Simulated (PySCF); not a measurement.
Computed properties of FGeH3Te, SMILES [Te](F)[GeH3]

FGeH3Te, SMILES F[Te][GeH3]. Coordinates come from a PBE0-D3(BJ)/def2-SVP optimisation. The def2 effective core potentials stand for the cores of Te; spin–orbit coupling is left out. Other conformers were not sampled. All values are computed for the isolated molecule unless a solvent is named; none is compared with measurement here.

**Structure.** The optimised structure has Cs symmetry. All 12 harmonic modes at PBE0-D3(BJ)/def2-SVP (PySCF) are real, so it is a minimum. With heavy atoms numbered as in [Te:1]([F:2])[GeH3:3], the shortest bond between them is Te1–F2 at 1.957 Å and the longest Te1–Ge3 at 2.563 Å.

**Vibrations.** The strongest infrared lines (harmonic, unscaled, degenerate partners summed) lie at 793 cm⁻¹ (261 km/mol, H 97 %), 2177 cm⁻¹ (85 km/mol, H 98 %), 2176 cm⁻¹ (79 km/mol, H 99 %). The softest mode is at 93 cm⁻¹ and the zero-point energy is 15.8 kcal/mol.

**Electronic structure.** CAM-B3LYP/def2-TZVPD (PySCF) places the frontier levels at -7.83 and -1.61 eV, a gap of 6.22 eV, and gives a dipole moment of 2.67 D and a mean polarisability of 75.4 bohr³.

**Excitations.** TDA-B3LYP/def2-SVPD (PySCF) has S1 at 2.37 eV (524 nm, f = 0.001, dark); the most intense of the 10 singlets computed lies at 6.49 eV (f = 0.11). T1 (TDA) is at 1.61 eV, 0.76 eV under S1.
